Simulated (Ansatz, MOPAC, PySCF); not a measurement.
Complex: HCl (SMILES Cl) (first 2 atoms) with CH4 (SMILES C); geometry from B3LYP-D3(BJ)/def2-TZVP, rigid monomers moved along the line of their centres of mass till H2···C3 is 2.90 Å.
(charge 0, multiplicity 1):
| atom | x (Å) | y (Å) | z (Å) |
|---|---|---|---|
| Cl | -0.4127 | -0.3469 | -0.4821 |
| H | -0.2910 | -0.2431 | 0.7911 |
| C | -0.0071 | 0.0031 | 3.6618 |
| H | -0.9374 | 0.4789 | 3.3517 |
| H | 0.0941 | 0.0943 | 4.7420 |
| H | -0.0225 | -1.0537 | 3.3952 |
| H | 0.8398 | 0.4951 | 3.1835 |

Interaction energies are E(AB) − E(A) − E(B) at the monomers' geometry in the complex; basis-set methods are counterpoise corrected. Rows marked so take none.

Correlated levels freeze the cores. CBS(a, b) extrapolates the correlation energy as X⁻³ and adds the Hartree–Fock energy of set b. Rows in STO-3G carry no dispersion term and start afresh at each structure. The state that AM1, PM3, PM7 reach isn't checked; PM7 holds dispersion and hydrogen-bond terms.

Codes used: Ansatz (Gaussian basis) for Hartree–Fock, density functionals and correlated methods; MOPAC for AM1, PM3, PM7 (differences of heats of formation); PySCF for STO-3G rows. Values without a source in brackets are computed.

The comparison value is -4.1 kJ/mol (CCSD(T)/CBS(aug-cc-pV(D+d)Z, aug-cc-pV(T+d)Z)). It is a level with limits of its own, not the exact answer.

Order these levels by how close they come to the comparison value for the interaction energy, closest first: PM7, PM3, HF/STO-3G (no counterpoise), AM1. Give each level's value less the comparison value.

PM3 (0.3 kJ/mol), PM7 (-1.0 kJ/mol), AM1 (2.0 kJ/mol), HF/STO-3G (no counterpoise) (3.6 kJ/mol)

Ansatz is a program for electronic structure.
